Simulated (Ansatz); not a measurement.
CH2AlBClF. Charge 0, multiplicity 1. The bonds changed during the relaxation, so this is another structure than the one it started from. The geometry is a stationary point of PBE0-D4/def2-TZVP.

```xyz
7

F     2.130   -0.533    0.227
C     0.859   -0.661   -0.089
Cl    0.669    2.473    1.143
B    -0.166   -1.380   -0.596
Al   -0.365    0.874    0.280
H    -1.220   -1.742   -0.963
H    -1.908    0.967   -0.001
```

**Question.** What is the dipole moment at r2SCAN/def2-TZVPP? (Best estimate.)

**Answer.** Computed: 1.84 D, with components (-1.29, -1.10, -0.71) D in this frame, pointing from negative to positive charge.

**Question.** And with PBE, B3LYP, ωB97M-V? (Best estimate.)

**Answer.** Computed: PBE 1.65 D, B3LYP 2.02 D, ωB97M-V 2.06 D.

**Question.** Give the Mulliken charges with r2SCAN, ωB97M-V, PBE in def2-TZVPP. (Estimate.)

**Answer.** Computed: 
```json
{"atom": "F1", "r2SCAN": "-0.16", "ωB97M-V": "-0.16", "PBE": "-0.12"}
{"atom": "C2", "r2SCAN": "0.24", "ωB97M-V": "0.20", "PBE": "0.30"}
{"atom": "Cl3", "r2SCAN": "-0.24", "ωB97M-V": "-0.21", "PBE": "-0.21"}
{"atom": "B4", "r2SCAN": "-0.26", "ωB97M-V": "-0.28", "PBE": "-0.30"}
{"atom": "Al5", "r2SCAN": "0.46", "ωB97M-V": "0.38", "PBE": "0.35"}
{"atom": "H6", "r2SCAN": "0.09", "ωB97M-V": "0.14", "PBE": "0.07"}
{"atom": "H7", "r2SCAN": "-0.12", "ωB97M-V": "-0.08", "PBE": "-0.09"}
```

B3LYP here is the variant with VWN-RPA as its local correlation; programs differ in this.
